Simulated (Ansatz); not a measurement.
Species: C9H9NSSi, SMILES `[SiH3]c1cc(S)c2ccccc2n1` (C–C–S–H torsion 152°) (charge 0, multiplicity 1).

Q: Give a relaxed geometry from PBE-D3(BJ)/def2-SVP (Ansatz, a quantum-chemistry and plane-wave program).

A: Several could match; the one computed here: the end point of this relaxation, one of several conformers (outside a Z-matrix the atoms follow the SMILES, hydrogens last).
Z-matrix (Å, degrees):
```
C
N 1 1.3641
C 2 1.3345 1 118.42
C 3 1.4244 2 122.91 1 1.95
C 4 1.3939 3 119.94 2 -1.58
H 4 1.1006 5 120.09 3 -178.45
C 1 1.4269 2 117.86 3 179.71
C 7 1.3855 1 120.97 2 -178.22
H 7 1.0995 8 122.26 1 -179.46
H 8 1.1005 7 120.16 9 0.33
C 8 1.4201 10 119.74 7 179.13
C 11 1.3881 8 120.44 10 179.73
H 12 1.0999 11 119.63 8 177.90
H 11 1.1004 12 119.74 13 -1.40
C 12 1.4236 13 119.38 11 178.26
S 5 1.7750 4 117.51 6 2.56
H 16 1.3617 5 97.05 4 -151.99
Si 3 1.9025 2 114.06 1 -179.24
H 18 1.5025 3 109.91 2 -58.46
H 18 1.5027 19 109.01 3 -120.28
H 18 1.5068 19 109.19 20 -119.07
```
